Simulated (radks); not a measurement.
All-electron atom: Mo+ in [Kr] 4d5 (the NIST ground configuration). Calculated with a radial shooting solver on a logarithmic mesh with Libxc functionals: scalar-relativistic Kohn-Sham, r2SCAN, spin-unpolarised, spherical densities, finite nucleus; meta-GGA in the generalised Kohn-Sham scheme; Fermi nuclear charge, rms radius 4.4091 fm.

Normalised radial functions P(r) = r R(r), r in bohr:

```
   r/bohr * 3s, o 3p, + 4d (the largest magnitude, 1.64, reaches the edge; | marks zero, & curves that meet)
 0.001572                             & *
 0.002383                             &  *
 0.003583                             &   *
 0.005432                             &     *
 0.008168                             +o     *
  0.01228                             + o      *
  0.01862                             +   o    *
    0.028                             +     o*
  0.04245                             +*        o
  0.06383                     *       |+            o
  0.09676             *               | +           o
   0.1455                  *          |   +o
   0.2188                 o           |     +  *
   0.3317  o                          |    +                     *
   0.4988      o                      |+                      *
   0.7562                   o   +     |        *
    1.137                 +         o |*
    1.724                 +           &
    2.592                     +       &
    3.898                          +  &
    5.909                            +&
```

3s: eigenvalue -491.70 eV, 2 radial nodes at r = 0.0449, 0.187 bohr, <r> = 0.428 bohr, 90 % of the charge inside 0.632 bohr. 3p: eigenvalue -391.99 eV, 1 radial node at r = 0.167 bohr, <r> = 0.430 bohr, 90 % of the charge inside 0.649 bohr. 4d: eigenvalue -10.258 eV, 1 radial node at r = 0.528 bohr, <r> = 1.88 bohr, 90 % of the charge inside 3.06 bohr.
